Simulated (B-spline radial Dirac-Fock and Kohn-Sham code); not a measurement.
**Relativistic shifts of the levels of In⁺**

System: the In⁺ ion, configuration 1s2 2s2 2p6 3s2 3p6 3d10 4s2 4p6 4d10 5s2.

Both columns are ΔSCF binding energies of the configuration average from a radial atomic solver: non-relativistic Hartree-Fock with a point nucleus, and Dirac-Fock with a finite nucleus and the Coulomb interaction alone, averaged over the two j levels with weights 2j+1.

```
shell  Hartree-Fock (eV)  Dirac-Fock (eV)  shift (eV)  shift (%)
   1s            27097.2          28045.6     +948.41      +3.50
   2s             4039.2           4270.2     +230.97      +5.72
   2p             3757.9           3824.1      +66.18      +1.76
   3s              799.2            847.1      +47.93      +6.00
   3p              683.1            697.5      +14.37      +2.10
   3d              470.0            463.1       -6.87      -1.46
   4s              138.6            147.4       +8.84      +6.38
   4p              98.91            100.9       +2.00      +2.02
   4d              33.39            32.10       -1.30      -3.89
   5s              16.28            17.04       +0.75      +4.63
```

Relativity binds 1s, 2s, 2p, 3s, 3p, 4s, 4p, 5s more strongly, among those listed most of all 4s in relative terms, and 3d, 4d more weakly, because the contracted s and p shells screen the nucleus better.

Values without a named source are computed, but for edge energies of neutral atoms, which are taken from tables.
